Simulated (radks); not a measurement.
Task: Pm II, configuration [Kr] 4d10 4f5.25 5s2 5p5.75 6s1 (fractional occupations, a model configuration). All-electron calculation, Dirac Kohn-Sham, PBE, spin-unpolarised, spherical densities, point nucleus; open shells fill j = l - 1/2 first. Program: a radial shooting solver on a logarithmic mesh with Libxc functionals. Some entries of the table are withheld. Estimate them.

orbital,occ.,eigenvalue (hartree),<r> (bohr)
1s1/2,2,-1653.217,0.02318
2s1/2,2,-268.8131,0.09845
2p1/2,2,-254.5529,0.08244
2p3/2,4,-233.9633,0.08896
3s1/2,2,-58.74744,0.2601
3p1/2,2,-52.63792,0.2498
3p3/2,4,-48.49747,0.2624
3d3/2,4,(1),(2)
3d5/2,6,(3),(4)
4s1/2,2,-11.82405,(5)
4p1/2,2,(6),0.6085
4p3/2,4,(7),0.6371
4d3/2,4,-4.78205,0.6835
4d5/2,6,-4.62203,0.6938
5s1/2,2,-1.74931,1.445
5p1/2,2,(8),1.632
5p3/2,3.75,(9),1.725
6s1/2,1,-0.30540,3.969
4f5/2,5.25,-0.28274,1.068
5d3/2,0,-0.27095,(10)
4f7/2,0,-0.26590,1.090
5d5/2,0,-0.26299,(11)
6p1/2,0,-0.20173,4.898
6p3/2,0,-0.19059,5.116

Result: 
(1) 3d3/2 eigenvalue (hartree): -37.88845
(2) 3d3/2 <r> (bohr): 0.2339
(3) 3d5/2 eigenvalue (hartree): -36.99115
(4) 3d5/2 <r> (bohr): 0.2378
(5) 4s1/2 <r> (bohr): 0.5931
(6) 4p1/2 eigenvalue (hartree): -9.50106
(7) 4p3/2 eigenvalue (hartree): -8.59921
(8) 5p1/2 eigenvalue (hartree): -1.13234
(9) 5p3/2 eigenvalue (hartree): -1.01314
(10) 5d3/2 <r> (bohr): 2.826
(11) 5d5/2 <r> (bohr): 2.891
